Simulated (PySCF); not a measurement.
## Telling isomers of C9H7P apart by NMR

Computational details: geometry: PBE0-D3(BJ)/def2-SVP, σ from GIAO-PBE0/pcSseg-1, in PySCF 2.14 (isolated molecule, non-relativistic, one conformer, rapidly exchanging positions averaged).

Referencing at the same level of theory: $^{1}$H (σ = 31.27 ppm) and $^{13}$C (σ = 184.41 ppm) against TMS. Splittings of carbon signals by F and P are missing where no couplings were computed. Where no couplings were computed, multiplicities follow the n + 1 count of equivalent neighbours, and m marks all less simple cases (inequivalent or close neighbours, rings, F or P nearby). Shifts are as computed. Against solution values, carbons near 30 ppm lie about +2 ppm off and those near 130 ppm about +5 ppm. Of 1313 compounds with measured shifts, 239 miss one by over three times the rms of a fit or turn the order of signals round; such compounds aren't used in these exercises.

(1) Tabulate the signals of `c1ccc2cpccc2c1`, `c1ccc2pcccc2c1` and their relative energies.

(2) What is the quickest way to tell c1ccc2cpccc2c1 from c1ccc2pcccc2c1?

Results:

(1) 
```json
{"SMILES": "c1ccc2cpccc2c1", "carbon types": "2×C 7×CH", "δC": "170.8, 152.7, 141.4, 139.6, 136.8, 136.5, 134.1, 132.6, 132.5", "δH": "9.64 (m, 1H), 8.68 (m, 1H), 8.50 (m, 1H), 8.02 (d, 1H), 7.93 (m, 1H), 7.76 (m, 1H), 7.72 (m, 1H)", "E rel. (kcal/mol)": "0.2"}
{"SMILES": "c1ccc2pcccc2c1", "carbon types": "2×C 7×CH", "δC": "168.4, 159.8, 140.7, 139.0, 137.5, 136.8, 134.2, 134.1, 129.6", "δH": "9.32 (m, 1H), 8.53 (m, 1H), 8.12 (m, 1H), 8.04 (m, 1H), 8.03 (m, 1H), 7.86 (m, 1H), 7.69 (m, 1H)", "E rel. (kcal/mol)": "0.0"}
```

Energies are electronic energies at PBE0/pcSseg-1 on these geometries, without zero-point or thermal terms, each for the one conformer computed, which needn't be the lowest.

(2) Both give the same number of carbon signals, with the same numbers of each carbon type, so the positions decide. The first has an aromatic CH at 152.7 ppm, the second a ring-fusion aromatic carbon (C) at 159.8 ppm. Their most deshielded carbons lie at 170.8 and 168.4 ppm.
